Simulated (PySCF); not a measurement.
Compound: C3H8NO2Si2 (doublet state).
Cartesian coordinates in Å at the GFN2-xTB level; atoms count from 1:
```xyz
16
C3H8NO2Si2 angstrom
N      3.0044    0.4625    0.0566
C      2.2934   -0.6827    0.1434
O      2.7481   -1.7710   -0.1518
Si     0.5772   -0.4949    0.9608
C     -0.9806   -1.3016    0.1836
C     -2.1299   -0.2947    0.3338
Si    -1.3892    1.4632    0.2821
O      0.1422    1.0955    0.7310
H      2.5531    1.3460    0.2131
H      3.9298    0.4437   -0.3445
H     -0.7791   -1.4722   -0.8783
H     -1.2456   -2.2688    0.6092
H     -2.6113   -0.4485    1.3015
H     -2.8948   -0.4714   -0.4219
H     -1.3074    2.0387   -1.0574
H     -1.9179    2.3651    1.2949
```

The hyperfine couplings belong to this conformer and change with its torsions.

The species is `NC(=O)[Si]1CC[SiH2]O1` [radical].

Computed, not measured: UKS B3LYP, pcH-1 on C H N O Si, non-relativistic, mean-field spin-orbit, GIAO (PySCF 2.14.0). The structure is a single GFN2-xTB conformer in the gas phase; no vibrational or solvent corrections. A GFN2-xTB geometry isn't a minimum of the functional, and hyperfine couplings can be far from their values at a DFT geometry, by a factor of two or more for some ions and for spin on atoms past the first row. No stability test was run, so a lower SCF solution isn't excluded.

Q: The isotropic 13C couplings are +78.6, +49.3, -2.2 MHz. Assign them to C2; C5; C6.

A: 
```
site  a_iso (MHz)  ρ(0) (bohr⁻³)          position  distance from Si4 (Å)  spin population  largest |T| (MHz)
  C2        +78.6        +0.0700   1 bond from Si4                   1.91            +0.04               16.1
  C5        +49.3        +0.0438   1 bond from Si4                   1.92            +0.04               13.6
  C6         -2.2        -0.0020  2 bonds from Si4                   2.79             0.00                1.1
```

Q: The isotropic 17O couplings are -24.3, -3.8 MHz. Assign them to O3; O8.

A: 
```csv
site,a_iso (MHz),ρ(0) (bohr⁻³),position,distance from Si4 (Å),spin population,largest |T| (MHz)
O3,-3.8,+0.0063,2 bonds from Si4,2.75,+0.06,25.1
O8,-24.3,+0.0400,1 bond from Si4,1.66,+0.05,26.1
```

Q: Match the computed a_iso(29Si) values -496.5, -3.5 MHz with the sites Si4; Si7.

A: 
```
site  a_iso (MHz)  ρ(0) (bohr⁻³)                 position  distance from Si4 (Å)  spin population  largest |T| (MHz)
 Si4       -496.5        +0.5597  largest spin population                   0.00            +0.79              148.2
 Si7         -3.5        +0.0039         2 bonds from Si4                   2.86             0.00                1.6
```

ρ(0) is the spin density at the nucleus and T the dipolar tensor; a_iso includes a spin–orbit part; entries for several nuclei are means. The largest Mulliken spin population is on Si4 (+0.79). The angles at Si4 add up to 324.3°, so it is pyramidal.

Means are taken over nuclei equivalent by connectivity, which assumes that they swap fast. H9 and H10 aren't averaged: N1 is flat or nearly so (angle sum 359°), and its turn about the short N1–C2 bond (1.35 Å) is taken as slow. The 1H value of +18.5 MHz is a mean of couplings from 1.0 to 36.0 MHz in this one geometry, not an average over conformers. The 1H value of +2.8 MHz is a mean of couplings from -0.8 to 6.5 MHz in this one geometry, not an average over conformers.

On one thread of an Arm Neoverse V2, shared host with 96 logical CPUs at a one-minute load of 41, this took 2.1 min wall (with the writing of density and orbital grids) and 0.98 GiB of memory at its peak.
